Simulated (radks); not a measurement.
Results of a calculation; reference values are marked as such.
Spherical jellium clusters: N electrons in a uniform positive sphere of charge N and radius rs N^(1/3), rs = 5.3 bohr. Level of theory: non-relativistic Kohn-Sham, LDA (Slater exchange, Perdew-Wang correlation), spin-polarised, spherical densities (a radial shooting solver with Libxc functionals). Levels are named by radial order and angular momentum (1s, 1p, 1d, 2s, ...), and open shells are averaged over m.

N = 11, configuration 1s2 1p6 1d(up 3, down 0). This is the lowest configuration that the search found. Occupied and some empty levels:

level,occupation,eigenvalue (eV),<r> (bohr)
1s up,1,-3.5791,7.721
1s down,1,-3.3853,7.458
1p up,3,-2.9895,8.960
1p down,3,-2.7519,8.908
1d up,3,-2.2138,9.961
1d down,0,-1.9671,10.04
2s up,0,-1.7396,8.614
2s down,0,-1.6273,8.789
1f up,0,-1.3135,10.97
1f down,0,-1.0814,11.17
2p up,0,-0.87363,11.27
2p down,0,-0.75908,11.56

Energy (eV): total -19.0641, kinetic 12.010, external -332.46, Hartree 165.29, exchange-correlation -31.506, background 167.60.
